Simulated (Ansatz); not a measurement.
These are frozen-core CCSD(T)/cc-pVTZ // CAM-B3LYP-D3(BJ)/def2-TZVP run with Ansatz (a program for electronic structure) values and carry that method's errors.

Ansatz 0.2 input:
```yaml
crystal:
  periodic: [false, false, false]
  atoms:
    - { symbol: S, position_ang: [1.404833, -0.498313, 0.568746] }
    - { symbol: Al, position_ang: [0.068914, 0.662793, -0.733334] }
    - { symbol: S, position_ang: [-2.086071, 0.363994, -0.432266] }
    - { symbol: H, position_ang: [2.530841, -0.002649, 0.037332] }
    - { symbol: H, position_ang: [-1.918518, -0.525824, 0.559522] }
basis:
  gaussian: { orbitals: cc-pVTZ }
correlation:
  method: ccsd_t
magnetization:
  spin_polarized: true
  initial_magnetization: 1
```

Output:

```
Functional definition: HF
759 factors; integrals over basis functions are off by at most 9.2e-4 eV
mean field evaluation 1: about -28250.6571 eV, gradient 1.3e1 eV
mean field evaluation 2: about -28250.6666 eV, gradient 1.3e1 eV
mean field evaluation 4: about -28252.3886 eV, gradient 2.1e0 eV
mean field evaluation 8: about -28252.4932 eV, gradient 5.0e-3 eV
mean field evaluation 16: about -28252.3765 eV, gradient 2.1e0 eV
mean field evaluation 32: about -28249.0825 eV, gradient 1.8e-2 eV
mean field -28252.49316223 eV, -1038.2599734843 hartree, gradient 1.8e-6 eV, S^2 0.754601; 1 other end points of the search recorded, 0 dependent functions left out
determinant -28252.49316223 eV, -1038.2599734843 hartree, with singles and doubles -28264.73492991 eV, -1038.7098501486 hartree
determinant -28249.08255278 eV, -1038.1346358988 hartree, with singles and doubles -28261.53572171 eV, -1038.5922814161 hartree
15 core orbitals not correlated
reference -28252.49316223 eV, -1038.2599734843 hartree; 9, 8 occupied and 106, 107 virtual orbitals, 759 factors
second order -11.06271370 eV of doubles, -0.00000000 eV of singles
cycle   1  -12.13960502 eV  change   -5.4e-1 eV  update   2.2e-2
cycle   2  -12.16175415 eV  change   -2.2e-2 eV  update   5.8e-3
cycle   3  -12.16300294 eV  change   -1.2e-3 eV  update   2.7e-3
cycle   4  -12.16406949 eV  change   -1.1e-3 eV  update   1.1e-3
cycle   5  -12.16444322 eV  change   -3.7e-4 eV  update   4.8e-4
cycle   6  -12.16455404 eV  change   -1.1e-4 eV  update   1.6e-4
cycle   7  -12.16457276 eV  change   -1.9e-5 eV  update   5.9e-5
cycle   8  -12.16457587 eV  change   -3.1e-6 eV  update   2.1e-5
perturbative correction -0.57282656 eV, -0.0210509877 hartree
Total energy: -28265.23056465 eV, -1038.7280643897 hartree
```

Cost: around 30 core-seconds (rough).
